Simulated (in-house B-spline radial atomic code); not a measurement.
A radial electron density 4πr²n(r) was computed for an atom or ion in its tabulated ground configuration with a B-spline radial code for spherical atoms; method: non-relativistic Hartree-Fock, average of configuration. Columns: r (bohr), 4πr²n(r) (electrons per bohr), bar.

```
 0.00184    1.205 #
 0.00218    1.651 #
 0.00258    2.247 ##
 0.00306    3.053 ###
 0.00363    4.124 ###
 0.00431    5.537 #####
 0.00511    7.348 ######
 0.00607    9.677 ########
  0.0072    12.56 ##########
 0.00854    16.05 #############
  0.0101    20.07 #################
   0.012    24.74 #####################
  0.0142    29.62 #########################
  0.0169    34.66 #############################
    0.02    39.04 #################################
  0.0238    42.47 ###################################
  0.0282    44.23 #####################################
  0.0335    44.11 #####################################
  0.0397    42.32 ###################################
  0.0471    39.69 #################################
  0.0559    37.63 ###############################
  0.0663    37.68 ###############################
  0.0786    40.66 ##################################
  0.0932    45.91 ######################################
   0.111    51.13 ###########################################
   0.131    52.69 ############################################
   0.156    48.33 ########################################
   0.185    38.77 ################################
   0.219    28.06 #######################
    0.26    20.95 #################
   0.308    20.03 #################
   0.365    22.74 ###################
   0.433    23.92 ####################
   0.514    20.29 #################
    0.61    13.16 ###########
   0.723    6.351 #####
   0.858    2.172 ##
    1.02   0.4943 
    1.21  0.07291 
    1.43 0.006761 
     1.7 0.0003117
```

Problem. Which atom or ion is it?
A. Se17+
B. Kr17+
C. Br17+
D. Rb17+

Solution. B. The area under the curve, ∫4πr²n dr = ∫r·4πr²n d(ln r) on this logarithmic grid, is 19 electrons, which only this option has. The configuration is [Ar] 3d1.
